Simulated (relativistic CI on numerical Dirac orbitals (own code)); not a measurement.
## Ho²⁺: computed level list

Method of calculation: Dirac-Coulomb-Breit CI, KLI orbitals optimised for each configuration, model QED (radiative potential, 1s self-energy scaled to tabulated hydrogen-like ionisation energies), valence Slater integrals scaled by 0.85, P86 correlation energy added to each configuration (own radial code, finite nucleus).

Configuration list (outside the closed core [Kr] 4d10 5s2): 4f¹¹5p⁶, 4f¹⁰5p⁶5d, 4f¹⁰5p⁶6s, 4f¹⁰5p⁶6p, 4f⁹5p⁶6s², 4f¹⁰5p⁶7s, 4f¹⁰5p⁶7p, 4f¹³5p⁴. Levels of other configurations are missing.

```csv
No.,Configuration,Term,J,E (cm⁻¹),%,Landé g,jj configuration (%)
1,4f¹⁰(5I)5d,⁶I,17/2,0.0,77,1.269,4f7/2^4 5d3/2 (37)
2,4f¹⁰(5I)5d,⁶H,15/2,201.4,56,1.280,4f7/2^4 5d3/2 (52)
3,4f¹⁰(5I)5d,⁶G,13/2,1367.5,59,1.326,4f7/2^4 5d3/2 (56)
4,4f¹⁰(5I)5d,⁶K,19/2,1594.5,78,1.241,4f7/2^4 5d5/2 (30)
5,4f¹¹5p⁶,⁴I°,15/2,2897.8,97,1.196,4f7/2^5 (76)
6,4f¹⁰(5I)5d,⁶L,21/2,3370.8,92,1.230,4f7/2^4 5d5/2 (60)
7,4f¹⁰(5I)5d,⁶K,17/2,4177.9,35,1.192,4f5/2^5 4f7/2^5 5d5/2 (30)
8,4f¹⁰(5I)5d,⁴L,19/2,4417.8,54,1.170,4f7/2^4 5d3/2 (31)
9,4f¹⁰(5I)5d,⁶I,15/2,4484.4,36,1.236,4f5/2^5 4f7/2^5 5d3/2 (32)
10,4f¹⁰(5I)5d,⁶I,13/2,4510.9,37,1.237,4f5/2^5 4f7/2^5 5d3/2 (47)
11,4f¹⁰(5I)5d,⁶G,11/2,5422.0,42,1.231,4f5/2^5 4f7/2^5 5d3/2 (55)
12,4f¹⁰(5I)6s,⁶I,17/2,6809.9,93,1.285,4f7/2^4 6s (59)
13,4f¹⁰(5I)5d,⁶H,13/2,7776.6,28,1.174,4f5/2^5 4f7/2^5 5d5/2 (30)
14,4f¹⁰(5I)5d,⁴K,17/2,7815.0,47,1.150,4f5/2^5 4f7/2^5 5d3/2 (54)
15,4f¹⁰(5I)5d,⁶K,15/2,8013.5,46,1.141,4f5/2^5 4f7/2^5 5d5/2 (31)
16,4f¹⁰(5I)5d,⁶I,11/2,8020.4,47,1.137,4f5/2^4 4f7/2^6 5d3/2 (36)
17,4f¹⁰(5I)6s,⁴I,15/2,8154.6,63,1.196,4f7/2^4 6s (54)
18,4f¹¹5p⁶,⁴I°,13/2,8296.2,99,1.105,4f5/2^5 4f7/2^6 (91)
19,4f¹⁰(5I)5d,⁶H,9/2,8719.6,46,1.055,4f5/2^4 4f7/2^6 5d3/2 (42)
20,4f¹⁰(5I)5d,⁶K,17/2,8904.1,32,1.135,4f5/2^5 4f7/2^5 5d5/2 (53)
21,4f¹⁰(5I)5d,⁶L,19/2,9174.1,60,1.171,4f5/2^5 4f7/2^5 5d5/2 (73)
22,4f¹⁰(5I)5d,⁴I,15/2,9784.7,59,1.169,4f5/2^5 4f7/2^5 5d5/2 (43)
23,4f¹⁰(5I)5d,⁶K,13/2,10548.0,51,1.052,4f5/2^4 4f7/2^6 5d3/2 (27)
24,4f¹⁰(5I)5d,⁶H,11/2,10700.9,39,1.113,4f5/2^4 4f7/2^6 5d5/2 (33)
25,4f¹⁰(5I)5d,⁶I,9/2,10756.9,46,1.000,4f5/2^4 4f7/2^6 5d5/2 (21)
26,4f¹⁰(5I)5d,⁴H,13/2,11064.3,47,1.196,4f5/2^5 4f7/2^5 5d5/2 (34)
27,4f¹⁰(5I)5d,⁶H,7/2,11193.4,45,0.748,4f5/2^4 4f7/2^6 5d3/2 (24)
28,4f¹⁰(5I)5d,⁶L,15/2,11307.3,66,1.023,4f5/2^4 4f7/2^6 5d3/2 (50)
29,4f¹¹5p⁶,⁴I°,11/2,11450.1,85,0.983,4f5/2^4 4f7/2^7 (45)
30,4f¹⁰(5I)6s,⁶I,15/2,12221.4,71,1.223,4f5/2^5 4f7/2^5 6s (75)
31,4f¹⁰(5I)5d,⁴G,11/2,12305.1,32,1.067,4f7/2^4 5d5/2 (21)
32,4f¹⁰(5I)5d,⁴G,11/2,12543.7,41,1.082,4f7/2^4 5d5/2 (22)
33,4f¹⁰(5I)5d,⁶I,7/2,12816.1,49,0.725,4f5/2^4 4f7/2^6 5d5/2 (24)
34,4f¹⁰(5I)6s,⁶I,13/2,12845.0,54,1.129,4f5/2^5 4f7/2^5 6s (73)
35,4f¹⁰(5I)5d,⁶H,9/2,12998.3,36,1.001,4f5/2^4 4f7/2^6 5d5/2 (33)
36,4f¹⁰(5I)5d,⁴K,15/2,13204.9,49,1.108,4f5/2^4 4f7/2^6 5d5/2 (46)
37,4f¹⁰(5I)5d,⁶L,13/2,13300.5,72,0.881,4f5/2^4 4f7/2^6 5d3/2 (32)
38,4f¹⁰(5I)5d,⁴L,17/2,13458.0,60,1.092,4f5/2^4 4f7/2^6 5d5/2 (54)
39,4f¹¹5p⁶,⁴I°,9/2,13561.9,67,0.815,4f7/2^5 (31)
40,4f¹⁰(5I)5d,⁶H,5/2,13678.4,73,0.420,4f5/2^4 4f7/2^6 5d5/2 (20)
41,4f¹⁰(5I)5d,⁶K,9/2,13909.4,61,0.688,4f5/2^4 4f7/2^6 5d3/2 (20)
42,4f¹⁰(5I)5d,⁴K,13/2,14632.2,38,1.060,4f5/2^4 4f7/2^6 5d5/2 (41)
43,4f¹⁰(5I)5d,⁶G,7/2,14757.0,51,0.986,4f5/2^4 4f7/2^6 5d5/2 (39)
44,4f¹⁰(5I)5d,⁶L,11/2,14948.1,82,0.649,4f5/2^4 4f7/2^6 5d3/2 (35)
45,4f¹⁰(5I)5d,⁴H,11/2,15552.7,37,1.096,4f5/2^5 4f7/2^5 5d5/2 (35)
```

Energies count from the lowest computed level; ° marks odd parity. Percentages are summed over parent terms; the parents shown are those of the largest component, closed shells are left out there. Filled j subshells are mostly left out of the jj labels.

The mean weight of the leading LS term, summed over parents, in these 45 levels is 56 %, and that of the leading jj configuration (from the same eigenvectors) 42 %, so LS coupling describes them better.

For a near-neutral ion this model can misplace configurations by up to about 10,000 cm⁻¹ (more where the count of f electrons changes) and terms by 10 to 25 % of their spread. Rates follow the energies as ν³ (E1, M1) or ν⁵ (E2), so they and the lifetimes can be off by large factors. The fine structure of a lone outer electron comes out too small, for d and f at times inverted, and misplaced configurations move strength between like terms. 10 of the 34 excited levels that our extract of the measured tables holds in this range could be paired (the sources list more); they are missed by 4314 cm⁻¹ on average and 17857 at most, and levels without a partner can miss by more. Some levels of the ground configuration have no partner and can miss by 10 % or more. The computed lowest level isn't the tabulated ground level, which NIST ASD gives as 4f11 4I°15/2.

LS names give the leading component of a level, which can be under half, so a name can repeat, a term be missing and a line seem to break the LS rules.
